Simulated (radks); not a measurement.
Results of a calculation; reference values are marked as such.
Q: Ionisation of the rubidium ion Rb29+, [He] 2s2 2p4, to Rb30+, [He] 2s2 2p3, under several functionals. Scalar-relativistic Kohn-Sham, spin-polarised, spherical densities, finite nucleus; open shells are filled with parallel spins first (spin-orbit coupling, left out, can overturn this in heavy ions); a radial shooting solver on a logarithmic mesh with Libxc functionals. Known Delta-SCF values: TASK exchange with Perdew-Wang LDA correlation 3433.0 eV. What does RPBE give, and what is its highest occupied eigenvalue?

A: 3440.8 eV by Delta-SCF; the 2p eigenvalue is -3370.4 eV. NIST: 3443 eV (semi-empirical).
